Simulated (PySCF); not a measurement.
# Computed vibrations of [Ce(CH3)2]+

[Ce(CH3)2]+ (singlet in the valence; each metal's 4f electrons, 1 of them, lie in its core potential, out of spins and levels). PySCF 2.14.0, RKS PBE0, Ce lcecp-1-SVP with ECP47, C def2-SVP, H def2-SVP; non-relativistic Hamiltonian with scalar-relativistic core potentials where named; density fitting; no spin-orbit coupling. Central differences of gradients.

```xyz
9

Ce    0.0000    0.0000   -0.2807
C     1.7984    0.0000    1.2492
H     2.8001    0.0000    0.7791
H     1.7417    0.8855    1.9133
H     1.7417   -0.8855    1.9133
C    -1.7984    0.0000    1.2492
H    -2.8001    0.0000    0.7791
H    -1.7417   -0.8855    1.9133
H    -1.7417    0.8855    1.9133
```

Run from Python with OMP_NUM_THREADS=2. Where DIIS fails, smearing, a level shift and second-order steps follow.
It took 63 s on 2 threads of Arm Neoverse V1, with other jobs on the host.

What are the harmonic wavenumbers and infrared intensities?

Modes are labelled in C2v; negative numbers are unstable modes, those under 60 cm⁻¹ near the noise; a finer grid moves soft modes by up to 10 cm⁻¹.
| cm⁻¹ | km/mol | symmetry |
| --- | --- | --- |
| -74 | – | a2 |
| -43 | – | b2 |
| 97 | 0.5 | a1 |
| 298 | 0.0 | a2 |
| 319 | 32.2 | b2 |
| 372 | 2.5 | b1 |
| 394 | 3.7 | a1 |
| 454 | 131.5 | b1 |
| 474 | 39.9 | a1 |
| 1152 | 4.0 | b1 |
| 1156 | 9.3 | a1 |
| 1370 | 0.0 | a2 |
| 1372 | 8.4 | b1 |
| 1375 | 38.2 | b2 |
| 1381 | 21.9 | a1 |
| 2998 | 10.6 | b1 |
| 2999 | 3.8 | a1 |
| 3098 | 0.0 | a2 |
| 3099 | 1.1 | b2 |
| 3113 | 0.3 | a1 |
| 3114 | 0.0 | b1 |

Is this a minimum?

No: 2 unstable; the lowest moves the atoms so:
```
Ce   0.00  0.00  0.00
C    0.00 -0.03  0.00
H    0.00  0.37  0.00
H   -0.24 -0.24  0.26
H    0.24 -0.24 -0.26
C    0.00  0.03  0.00
H    0.00 -0.37  0.00
H    0.24  0.24  0.26
H   -0.24  0.24 -0.26
```

An lcecp potential fixes the number of 4f electrons, so in runs with it no electron can move into or out of that shell.
